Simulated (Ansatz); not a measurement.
One geometry of `[CdH+]`, several functionals.

```yaml
crystal:
  periodic: [false, false, false]
  atoms:
    - {symbol: Cd, position_ang: [0.709717, -0.235579, 0.364075]}
    - {symbol: H, position_ang: [-0.709717, 0.235579, -0.364075]}
basis:
  gaussian: {orbitals: def2-TZVPP}
total_charge: 1
hamiltonian: {xc: {name: wB97M-V}}
output: {forces: true, orbitals: {seedname: orbitals}}
```

```sh
$ ansatz run in.yaml --threads 2 --pin off --events-out ev --progress --plain --max-ram 32768MiB --backend cpu
```

It prints (some lines left out):

```
Functional definition: wB97M-V
  name "wB97M-V"
  cite "Mardirossian & Head-Gordon, J. Chem. Phys. 144, 214110 (2016) doi:10.1063/1.4952647"
  cite "Becke, J. Chem. Phys. 107, 8554 (1997) doi:10.1063/1.475007"
  cite "Vydrov & Van Voorhis, J. Chem. Phys. 133, 244103 (2010) doi:10.1063/1.3521275"
  # Of w^i u^j: cxij and so on, Table III.
  parameter omega = 0.3/bohr
  parameter cx = 0.15
  parameter cx01 = 1.007
  parameter cx10 = 0.259
  parameter css00 = 0.443
  parameter css04 = -1.437
  parameter css10 = -4.535
  parameter css20 = -3.390
  parameter css43 = 4.278
  parameter cos00 = 1.000
  parameter cos10 = 1.358
  parameter cos20 = 2.924
  parameter cos21 = -8.812
  parameter cos60 = -1.390
  parameter cos61 = 9.142
  parameter b = 6.0
  parameter c = 0.01
  gx(w, u) = 1 - cx + cx01*u + cx10*w
  gss(w, u) = css00 + css04*u^4 + css10*w + css20*w^2 + css43*w^4*u^3
  gos(w, u) = cos00 + cos10*w + (cos20 + cos21*u)*w^2 + (cos60 + cos61*u)*w^6
  exchange = spin_sum(e_x_unif_sr(omega)*gx(b97_w, b97_u_x)) + cx*exact_x_sr(omega) + exact_x_lr(omega)
  correlation = spin_sum(e_c_pw_mod_same_spin*gss(b97_w, b97_u_same))
      + integral(e_c_pw_mod_opposite_spin*gos(b97_w_opposite, b97_u_opposite)) + vv10(b, c)
441 factors; their error is unknown
81 factors; integrals over basis functions are off by at most 4.9e-5 eV
mean field evaluation 1: about -4569.7717 eV, gradient 2.2e1 eV
mean field evaluation 2: about -4570.1889 eV, gradient 1.7e1 eV
mean field evaluation 4: about -4570.5831 eV, gradient 4.3e-1 eV
mean field evaluation 8: about -4570.6284 eV, gradient 3.5e-2 eV
mean field evaluation 16: about -4570.6284 eV, gradient 1.2e-5 eV
mean field -4570.62843109 eV, -167.9674967594 hartree, gradient 1.2e-5 eV, S^2 0.000000; 0 other end points of the search recorded, 0 dependent functions left out
the calculation of the forces begins
reference -4570.62847440 eV, -167.9674983510 hartree; 10, 10 occupied and 60, 60 virtual orbitals, 441 factors
Total energy: -4570.62847440 eV, -167.9674983510 hartree
Atom 0 at     0.709717    -0.235579     0.364075 Å, force    -0.081127     0.026929    -0.041617 eV/Å
Atom 1 at    -0.709717     0.235579    -0.364075 Å, force     0.081127    -0.026929     0.041617 eV/Å
Dipole moment:     0.323709    -0.107450     0.166058 e Å
```

It took 1.7 s on 2 threads of an AMD EPYC 7R13 on a shared host, with 0.17 GiB of host memory at the peak.

With the line `hamiltonian: {xc: hse06, dispersion: d4}` and no forces (abridged; 0.81 s):

```
Functional definition: HSE06
mean field -4572.22512315 eV, -168.0261741103 hartree, gradient 9.6e-6 eV, S^2 0.000000
Total energy: -4572.23051760 eV, -168.0263723527 hartree
```

Changing it to `hamiltonian: {xc: r2scan, dispersion: d4}` (abridged; 0.96 s):

```
Functional definition: r2SCAN
mean field evaluation 16: about -4573.9070 eV, gradient 1.6e-5 eV
mean field -4573.90704044 eV, -168.0879834305 hartree, gradient 1.6e-5 eV, S^2 0.000000
Total energy: -4573.90851462 eV, -168.0880376058 hartree
Atom 0 force    -0.125133     0.041536    -0.064192 eV/Å
Atom 1 force     0.125133    -0.041536     0.064192 eV/Å
Dipole moment:     0.261191    -0.086698     0.133987 e Å
```

The same input with `hamiltonian: {xc: {name: B2PLYP}}` and no forces (abridged; 1 s):

```
Functional definition: B2PLYP
mean field evaluation 16: about -4564.3883 eV, gradient 1.1e-6 eV
mean field -4564.38828866 eV, -167.7381757547 hartree, gradient 1.1e-6 eV, S^2 0.000000
second order -21.55699388 eV of doubles, -0.00000000 eV of singles
Total energy: -4570.20879405 eV, -167.9520753827 hartree
```

With the line `hamiltonian: {xc: pbe, dispersion: d4}` (abridged; 0.6 s):

```
Functional definition: PBE
mean field evaluation 16: about -4572.4850 eV, gradient 1.0e-5 eV
mean field -4572.48501396 eV, -168.0357249214 hartree, gradient 1.0e-5 eV, S^2 0.000000
Total energy: -4572.49210937 eV, -168.0359856728 hartree
Atom 0 force     0.049176    -0.016323     0.025226 eV/Å
Atom 1 force    -0.049176     0.016323    -0.025226 eV/Å
Dipole moment:     0.209162    -0.069428     0.107297 e Å
```

The same input with `hamiltonian: {xc: pbe0, dispersion: d4}` and no forces (abridged; 0.51 s):

```
Functional definition: PBE0
mean field -4572.24721188 eV, -168.0269858562 hartree, gradient 5.6e-6 eV, S^2 0.000000
Total energy: -4572.25301704 eV, -168.0271991919 hartree
```

HSE06 is the plane-wave form, built on full-range PBE exchange.
